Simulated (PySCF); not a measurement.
## Ionisation energy of Ge³⁺ by level of theory

Ge³⁺ [Ar] 3d10 4s1 [4s1/2^1, M_J = 1/2] → Ge⁴⁺ [Ar] 3d10, as a difference of total energies. Calculation: PySCF 2.14, in x2c-QZVPPall-2c; the two-component X2C-1e Hamiltonian. Correlated levels: [Ne] frozen; the 8 highest virtual spinors dropped. "Screened" scales the spin-orbit matrix elements by Boettger's factors to mimic the two-electron term; Breit and QED terms are absent.

```json
{"method": "GHF (screened spin-orbit)", "ionisation energy (eV)": "44.627"}
{"method": "GMP2 (screened spin-orbit)", "ionisation energy (eV)": "45.666"}
```

**Question.** How much does correlation contribute at GMP2 (screened spin-orbit)?

**Answer.** 45.666 − (44.627) = 1.039 eV, measured against GHF (screened spin-orbit).

Errors of the correlated levels include the incompleteness of this basis and the frozen core.

For comparison: 45.715 eV (measured; NIST Atomic Spectra Database, ionization energies).
